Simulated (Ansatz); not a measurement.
C2H4BrN (`C/N=C/Br`), relaxed with RKS PBE-D4/def2-SVP in Ansatz from a rough embedded geometry. The force threshold is 0.03 eV/Å; the program also tests the step.

Total charge 0; spin multiplicity 1.

Start:

```xyz
8

C    -0.928    0.036   -0.522
N     0.454   -0.251   -0.562
C     1.059   -0.042    0.540
Br    2.905   -0.534    0.685
H    -1.153    0.869   -1.282
H    -1.570   -0.797   -0.810
H    -1.334    0.430    0.439
H     0.567    0.289    1.512
```

Question: How much energy does the relaxation release, and in how many steps? (Estimate.)

Answer: Computed: 14.54 kJ/mol, in 6 steps.

Question: Which bonds change most? (Estimate.)

Answer: Computed: C1–H5 from 1.150 to 1.110 Å; C1–N2 from 1.411 to 1.445 Å; C3–H8 from 1.139 to 1.114 Å; C1–H6 from 1.090 to 1.110 Å.

Question: Give the relaxed structure. (Best estimate.)

Answer: Computed: 
```xyz
8

C    -0.984    0.083   -0.538
N     0.424   -0.245   -0.507
C     1.067   -0.096    0.563
Br    2.932   -0.508    0.684
H    -1.159    0.853   -1.319
H    -1.558   -0.814   -0.852
H    -1.399    0.453    0.430
H     0.676    0.274    1.539
```
